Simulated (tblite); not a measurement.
Input of a run (GFN2-xTB geometry optimisation, gas phase (tblite 0.8.0)), started from a force field or distance geometry:
```
{"job": {"kind": "relax", "xc": "GFN2-xTB", "basis": "xTB"}, "charge": 0, "multiplicity": 2}
N     -3.350400     1.117200    -0.729800
C     -2.332300     0.487900     0.008700
O     -2.453500     0.225900     1.267200
C     -1.055500     0.094800    -0.619000
C     -0.098300    -0.573700     0.362500
C      1.098900    -0.892000    -0.458300
C      2.283400    -0.409100    -0.192300
C      2.606000     0.482200     0.907500
O      3.795400     0.847600     1.026300
H     -4.237400     1.371000    -0.213000
H     -1.313600    -0.687600    -1.366200
H     -0.554100     0.906700    -1.143900
H      0.113000     0.011800     1.253000
H     -0.465800    -1.571800     0.688000
H      0.957500    -1.545700    -1.296900
H      3.101600    -0.710000    -0.838700
H      1.898100     0.856900     1.634000
```

Output (eV, eV/Å):
```
step      E/eV     max force
  0    -756.84428    3.874
  1    -757.22086    4.236
  2    -757.38956    1.428
  3    -757.46615    1.085
  4    -757.54639    1.030
  5    -757.61341    0.822
  6    -757.64235    0.733
  7    -757.65967    0.347
  8    -757.66909    0.248
  9    -757.67510    0.170
 10    -757.67876    0.150
 11    -757.68165    0.124
 12    -757.68345    0.102
 13    -757.68518    0.091
 14    -757.68684    0.125
 15    -757.68818    0.089
 16    -757.68909    0.074
 17    -757.68979    0.074
 18    -757.69048    0.068
 19    -757.69109    0.059
 20    -757.69148    0.042
 21    -757.69175    0.042
 22    -757.69202    0.039
 23    -757.69228    0.039
 24    -757.69252    0.037
 25    -757.69276    0.040
 26    -757.69308    0.051
 27    -757.69348    0.050
 28    -757.69383    0.043
 29    -757.69409    0.033
 30    -757.69428    0.034
 31    -757.69450    0.037
 32    -757.69472    0.040
 33    -757.69491    0.032
 34    -757.69505    0.028
 35    -757.69517    0.031
 36    -757.69529    0.028
 37    -757.69540    0.023
 38    -757.69549    0.022
 39    -757.69557    0.019
 40    -757.69565    0.021
 41    -757.69573    0.021
 42    -757.69580    0.017
 43    -757.69585    0.020
 44    -757.69591    0.019
 45    -757.69596    0.020
 46    -757.69600    0.020
 47    -757.69605    0.018
 48    -757.69610    0.020
 49    -757.69615    0.018
 50    -757.69620    0.015
 51    -757.69624    0.017
 52    -757.69628    0.018
 53    -757.69633    0.019
 54    -757.69637    0.015
 55    -757.69640    0.015
 56    -757.69643    0.013
 57    -757.69646    0.014
 58    -757.69649    0.016
 59    -757.69651    0.018
 60    -757.69655    0.017
 61    -757.69660    0.022
 62    -757.69667    0.026
 63    -757.69675    0.020
 64    -757.69681    0.020
 65    -757.69687    0.020
 66    -757.69693    0.018
 67    -757.69700    0.025
 68    -757.69710    0.027
 69    -757.69724    0.028
 70    -757.69739    0.028
 71    -757.69750    0.020
 72    -757.69756    0.019
 73    -757.69759    0.011
 74    -757.69760    0.009
```

Task: Summarise the run.

Result: The energy falls by 0.853 eV over 74 L-BFGS steps, the largest force on an atom goes from 3.87 to 0.009 eV/Å, and the atoms move by 0.139 Å rms after alignment. The bond that changes most is N1–C2 (ends: nitrogen bonded to C and H; carbon bonded to C, N and O), which shortens by 0.110 Å. Bonds longer at the end by more than 0.005 Å: 5 of 16; shorter: 6. Among the angles that change most is C7–C8–H17, from 125.2° to 115.2°. Among the dihedrals that turn most is H12–C4–C5–H14, from -163° to 180°. The energy never rose by more than 1e-5 eV on the way. The first step brought 44 % of the lowering.

Task: What are the final bond lengths?

Result: N1–C2 1.296 Å, C2=O3 1.244 Å, C2–C4 1.509 Å, C4–C5 1.533 Å, C5–C6 1.486 Å, C6=C7 1.337 Å, C7–C8 1.457 Å, C8=O9 1.205 Å, N1–H10 1.012 Å, C4–H11 1.091 Å, C4–H12 1.092 Å, C5–H13 1.089 Å, C5–H14 1.094 Å, C6–H15 1.085 Å, C7–H16 1.082 Å, C8–H17 1.106 Å. Numbering counts from 1 in the input's order; the species is `[NH]C(=O)CC/C=C\C=O` [radical].

GFN2-xTB frequencies show an imaginary mode (34i cm⁻¹), so the point is no minimum at that level. 3 starts were optimised and ended at 0.00, 0.06 and -30.84 kcal/mol (GFN2-xTB); the lowest of these is shown.

One conformer stands for the species.

These are computed values.
